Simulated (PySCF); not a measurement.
# Electron correlation in Be⁺ (beryllium, charge +1)

[He] 3d1, 2D determinant (an excited configuration). Computed with PySCF 2.14 in aug-cc-pCVDZ (5s4p2d, 27 functions), with the non-relativistic Hamiltonian (point nucleus). Frozen: nothing; 3 electrons correlated.

| level | correlation energy (mhartree) |
| --- | --- |
| CCSD | -33.48 |
| (T) | 0.00 |
| CCSD(T) | -33.48 |
| CCSDT | -33.48 |
| FCI | -33.48 |

Diagnostics: T1 = 0.00019, D1 = 0.0003, largest double amplitude 0.021, weight of the Hartree-Fock determinant in FCI 0.9985 (9477 determinants).

**Question.** Is a single reference adequate?

**Answer.** Yes: T1 lies below 0.03 and no double amplitude reaches 0.07.
